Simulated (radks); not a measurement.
Values are calculated unless marked as measured or tabulated.
Problem. The mean radii <r> (bohr) of the occupied orbitals of an atom or ion are listed with their occupations. Level of theory: scalar-relativistic Kohn-Sham, BLYP, spin-polarised, spherical densities, point nucleus (a radial shooting solver on a logarithmic mesh with Libxc functionals).

| orbital | occ. | <r> |
|---|---|---|
| 1s up | 1 | 0.02665 |
| 1s down | 1 | 0.02665 |
| 2s up | 1 | 0.1146 |
| 2s down | 1 | 0.1146 |
| 2p up | 3 | 0.1003 |
| 2p down | 3 | 0.1003 |
| 3s up | 1 | 0.3062 |
| 3s down | 1 | 0.3062 |
| 3p up | 3 | 0.3042 |
| 3p down | 3 | 0.3041 |
| 3d up | 5 | 0.2805 |
| 3d down | 5 | 0.2805 |
| 4s up | 1 | 0.7086 |
| 4s down | 1 | 0.7086 |
| 4p up | 3 | 0.7511 |
| 4p down | 3 | 0.7513 |
| 4d up | 5 | 0.8340 |
| 4d down | 4 | 0.8349 |

Name the element and its charge. Open shells, if any, are filled with parallel spins first.

Solution. Z = 54, xenon, charge +9: Xe9+ in [Kr] 4d9. The 1s radius gives Z: for a bare nucleus <r> = (2 gamma + 1)/(2Z) with gamma = sqrt(1 - (Z/c)^2), 0.02628 bohr for Z = 54, and screening makes it slightly larger (0.02665 here). The occupations add up to 45, and the charge is Z minus that.
